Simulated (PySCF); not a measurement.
Ligands exchanged one at a time, Ge H-SiH3. Gas-phase values, no solvent. Strings in code marks are SMILES.

The numbers are results of PySCF 2.14.0 with ωB97X-D3(BJ)/def2-TZVP // PBE0-D3(BJ)/def2-SVP, not measurements. All candidates: neutral, multiplicity 1. Delta-SCF ions had no search for a lower state. Excitations are Tamm–Dancoff values on a coarser integration grid. The basis has no diffuse functions, so Rydberg states are missing or too high.

```
Property                                 Result
--------------------------------------  -------
S1 excitation (TDA)                     6.88 eV
vertical ionisation energy (Delta-SCF)  9.80 eV
T1 excitation (TDA)                     6.24 eV
```

Name which member has these values.
A) `[SiH3][GeH]([SiH3])[SiH3]`
B) `[SiH3][GeH2][SiH3]`
C) `[SiH3][GeH3]`

A, `[SiH3][GeH]([SiH3])[SiH3]`. The others give `[SiH3][GeH3]`: 7.78 eV, 10.56 eV, 6.86 eV; `[SiH3][GeH2][SiH3]`: 7.18 eV, 9.94 eV, 6.23 eV
